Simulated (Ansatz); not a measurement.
CHAlF₄O, SMILES [OH][Al]([F])[C](F)(F)F. Atoms are numbered in the order given.

```xyz
8

Al     0.0039     0.1855     0.9438
C      0.0279    -0.2863    -1.0039
F     -0.4539     0.6911    -1.7882
F     -0.7060    -1.3855    -1.2581
F      1.2774    -0.5475    -1.4327
F     -0.5353     1.6806     1.4100
O      0.5438    -0.9773     2.0260
H      0.6152    -0.9535     2.9804
```

Geometry: PBE0-D3(BJ)/def2-SVP. The values are those of a single conformer.

Two levels are set side by side: PBE-D3(BJ)/def2-SVP (Ansatz, a quantum-chemistry and plane-wave program) and PBE0-D3(BJ)/def2-SVP (Ansatz). Each level has its own optimised geometry; the coordinates shown are those of the second. Differences are taken from unrounded values.

| quantity | PBE0-D3(BJ) |
|---|---|
| mean bond length (Å) | 1.476 |
| bond Al1–C2 (Å) | 2.004 |
| bond Al1–F6 (Å) | 1.656 |
| bond Al1–O7 (Å) | 1.678 |
| bond C2–F3 (Å) | 1.343 |
| bond C2–F4 (Å) | 1.346 |
| bond C2–F5 (Å) | 1.347 |
| bond O7–H8 (Å) | 0.957 |

Q: What does PBE-D3(BJ) give, and how far is it from PBE0-D3(BJ)? (The exact figures need the calculation; the answer reports its results.)

A: 
| quantity | PBE-D3(BJ) | PBE-D3(BJ) minus PBE0-D3(BJ) |
|---|---|---|
| mean bond length (Å) | 1.492 | 0.016 |
| bond Al1–C2 (Å) | 2.012 | 0.008 |
| bond Al1–F6 (Å) | 1.672 | 0.016 |
| bond Al1–O7 (Å) | 1.698 | 0.020 |
| bond C2–F3 (Å) | 1.360 | 0.018 |
| bond C2–F4 (Å) | 1.364 | 0.018 |
| bond C2–F5 (Å) | 1.365 | 0.018 |
| bond O7–H8 (Å) | 0.970 | 0.012 |

Exact exchange shortens and stiffens bonds; PBE has none. Differences between two approximate levels are no errors against the true value.
